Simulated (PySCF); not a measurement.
# Dipole response of Pr³⁹⁺ (praseodymium, charge +39)

[Ar] 3d2, high-spin 3F determinant. All numbers are calculated (PySCF 2.14, scalar relativity by spin-free X2C-1e, in an even-tempered Gaussian basis (18 s from 7.3 bohr⁻², ratio 2.5; 12 p from 9.5 bohr⁻², ratio 2.5; 7 d from 9.5 bohr⁻², ratio 2.5; 4 f from 33 bohr⁻², ratio 2.7; 3 g from 50 bohr⁻², ratio 2.7)). Coupled (time-dependent) response in atomic units; α is the mean over directions.

```json
{"method": "UHF", "mean α (bohr³)": "0.009340", "C₆ (like pair)": "0.001064", "S(−4)": "6.084e-05"}
{"method": "PBE0", "mean α (bohr³)": "0.009312", "C₆ (like pair)": "0.001059", "S(−4)": "6.083e-05"}
```

S(−4) is the Cauchy moment in α(ω) = α(0) + S(−4) ω² + …

Spin-orbit coupling is absent.

α(iu) at UHF:

| u (hartree) | α(iu) (bohr³) |
| --- | --- |
| 0 | 0.009340 |
| 2.00 | 0.009104 |
| 4.00 | 0.008478 |
| 8.00 | 0.006770 |
| 12.0 | 0.005272 |
| 16.0 | 0.004216 |
| 20.0 | 0.003498 |
| 30.0 | 0.002484 |
| 40.0 | 0.001949 |
| 60.0 | 0.001344 |
| 100 | 0.0007597 |

A single London oscillator, α(iu) = α/(1 + u²/ω²), gives C₆ = (3/4) ω α². Matching the computed C₆ needs ω = 4 × 0.001064 / (3 × 0.009340²) = 16.3 hartree.

For an ion, C₆ is the dispersion term alone; charge-induced terms of lower order in 1/R come first.

Spin-orbit coupling is strong in this species (close to jj coupling), so the high-spin LS determinant is a model state, not a physical level.
